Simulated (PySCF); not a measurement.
## Static response to an electric field

Species: C7H5N.
Structure used (GFN2-xTB), in Å, numbered top down from 1:
```xyz
13
C7H5N angstrom
C      3.584    0.061   -0.017
N      2.417    0.044   -0.012
C      1.056    0.020   -0.006
C      0.389   -1.202    0.021
C     -0.993   -1.219    0.028
C     -1.706   -0.031    0.008
C     -1.037    1.183   -0.021
C      0.344    1.217   -0.028
H      0.958   -2.120    0.037
H     -1.516   -2.163    0.048
H     -2.785   -0.051    0.013
H     -1.595    2.107   -0.038
H      0.880    2.155   -0.051
```

Level: CAM-B3LYP/def2-SVPD (PySCF), static field, nuclei fixed, core orbitals frozen in the response. The polarisability tensor in these axes (au):

```
x   119.98   0.59  -0.31
y     0.59  84.67  -0.73
z    -0.31  -0.73  49.13
```

**Question.** Diagonalise the tensor; give its mean and Δα, where Δα² is half the sum of the squared differences of the eigenvalues.

**Answer.** Principal values 49.11, 84.67 and 119.99 au; mean 84.59 au = 12.54 Å³ = 13.95 × 10⁻⁴⁰ C²·m²/J; Δα = 61.38 au (73 % of the mean).

**Question.** What is the dipole moment, and where does it point?

**Answer.** (-4.03, -0.07, 0.02) D, 4.03 D in size, pointing from the negative to the positive side. Measured along this direction, the outermost atoms are C1 at the negative end and H11 at the positive end.

**Question.** Orientational against electronic polarisability at 298 K (dilute gas, rigid molecules)?

**Answer.** In Gaussian units μ²/3kT = 131.72 Å³ against 12.54 Å³, a ratio of 10.51; the Debye molar polarisation (4π/3)N_A(α + μ²/3kT) is 363.9 cm³/mol, leaving out the vibrational part.

**Question.** What would n − 1 = 2πNα be for an ideal gas of these molecules at 298.15 K and 1 atm, electronic part alone?

**Answer.** N = p/kT = 2.4615 × 10¹⁹ cm⁻³, so n − 1 = 2π × N × 12.54 × 10⁻²⁴ cm³ = 1939 × 10⁻⁶ at long wavelengths, for an ideal gas.

**Question.** What molar refraction does this α imply?

**Answer.** Lorentz–Lorenz: R = (4π/3)N_A α = 2.5225 cm³/(mol·Å³) × 12.54 Å³ = 31.6 cm³/mol, in the limit of long wavelengths.

**Question.** Give the principal axes and the span of the nuclei along them.

**Answer.** Largest value along (1.00, 0.02, 0.00), where the nuclei span 6.37 Å; middle along (-0.02, 1.00, -0.02), 4.28 Å; least along (0.00, 0.02, 1.00), 0.00 Å. The response follows the extents in order.

**Question.** Sum over states: ᾱ = Σ f/ω², ω in Eh. What share falls to these 8 lowest TDDFT singlets (eV, f)? 5.33, 0.0002; 5.76, 0.2280; 6.83, 0.4329; 6.93, 0.6424; 7.00, 0.0321; 7.02, 0.0001; 7.14, 0.0000; 7.33, 0.0033.

**Answer.** They add up to 22.42 au, 26.5 % of the 84.59 au; the largest single term is 9.91 au, from the state at 6.93 eV. Terms in order: 0.01, 5.09, 6.88, 9.91, 0.49, 0.00, 0.00, 0.05 au. Higher excitations give the rest. The strengths listed sum to 1.339.

Isolated species at its GFN2-xTB geometry, gas phase.

The run behind these numbers computed excited states as well. Hardware: one thread of an Arm Neoverse V2, no GPU, on a shared host. Cost: 33 s of wall time.
